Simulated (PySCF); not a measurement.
PySCF 2.14 output of an unrestricted PBE calculation on a single atom or ion in aug-cc-pCVTZ-DK (7s6p4d2f, 59 functions), with scalar relativity by spin-free X2C-1e:

```
SCF conv_tol = 1e-09
number electrons alpha = 1  beta = 1
    J. P. Perdew, K. Burke, and M. Ernzerhof.,  Phys. Rev. Lett. 77, 3865 (1996)
    J. P. Perdew, K. Burke, and M. Ernzerhof.,  Phys. Rev. Lett. 78, 1396 (1997)
    J. P. Perdew, K. Burke, and M. Ernzerhof.,  Phys. Rev. Lett. 77, 3865 (1996)
    J. P. Perdew, K. Burke, and M. Ernzerhof.,  Phys. Rev. Lett. 78, 1396 (1997)
cycle= 1 E= -21.9878315829168  delta_E= -0.00138  |g|= 0.00752  |ddm|= 0.0533
cycle= 2 E= -21.9878346607892  delta_E= -3.08e-06  |g|= 0.000927  |ddm|= 0.00265
cycle= 3 E= -21.9878347110682  delta_E= -5.03e-08  |g|= 3.06e-06  |ddm|= 0.000287
cycle= 4 E= -21.9878347110687  delta_E= -5.33e-13  |g|= 6.37e-10  |ddm|= 9.57e-07
converged SCF energy = -21.9878347110687  <S^2> = -2.220446e-15  2S+1 = 1
```

The run itself started from symmetry-adapted Hartree-Fock orbitals and held the occupation by maximum overlap, on a logarithmic radial grid, so the iterations belong to that start.

Problem. Which element, charge and spin multiplicity is this?

Solution. B³⁺ (boron, charge +3), multiplicity 1; the state was 1s2, closed-shell 1S.
